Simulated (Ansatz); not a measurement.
`[SiH3]CCBr` + `FBN[SiH3]` → `FBN([SiH3])[SiH3]` + `CCBr` at 700 K and 1 bar (ligand exchange at the Si–C bond).

Computed with Ansatz on PBE0-D4/def2-TZVP structures; ΔE is electronic, products minus reactants. CBS: MP2 limit from def2 TZ/QZ plus the TZ coupled-cluster correction, frozen cores. For Br outer-core shells are correlated without core-valence functions, which leaves a few kJ/mol of doubt a bond. Scalar relativity is left out up to krypton. Each species was taken in one conformer, which may not be the lowest.

```tsv
species	CCSD(T)/CBS energy (Eh)	H − E (kJ/mol)	S (J/(mol·K))
`[SiH3]CCBr`	-2942.71474	287.2	455.2
`FBN[SiH3]`	-471.49367	218.0	416.5
`FBN([SiH3])[SiH3]`	-761.79139	283.0	501.8
`CCBr`	-2652.43806	222.3	358.3
```

H − E and S are ideal-gas, rigid-rotor, harmonic terms from PBE0-D4/def2-TZVP, for one conformer and one mirror image of each species. 1 Eh = 2625.50 kJ/mol, R = 8.31446 J/(mol·K).

By hand: ΔE, ΔH, ΔS and ΔG.

ΔE = (-761.79139) + (-2652.43806) − (-2942.71474) − (-471.49367) = -0.02104 Eh = -55.2 kJ/mol. Δ(H − E) = 283.0 + 222.3 − 287.2 − 218.0 = 0.1, so ΔH = -55.1 kJ/mol. ΔS = 501.8 + 358.3 − 455.2 − 416.5 = -11.6 J/(mol·K). ΔG = -55.1 − 700 × (-11.6)/1000 = -47.0 kJ/mol.

By hand: the equilibrium constant, and the temperature at which ΔG would vanish if ΔH and ΔS stayed fixed.

log₁₀ K = −ΔG/(RT ln 10) = 3.5. ΔG = 0 at ΔH/ΔS = 4750 K, far beyond where these terms or the molecules hold.

The number of gas molecules stays the same, so ΔS is small and ΔH decides. A doubt of 5 kJ/mol in ΔE shifts log₁₀ K by 0.4 here. Other conformers and mirror images would add mixing entropy, several J/(mol·K) or more a flexible species. These are equilibria of isolated gas molecules and say nothing of rates. Largest T1 diagnostic: 0.012 (customary marks: 0.02 for closed shells, 0.045 for open ones).
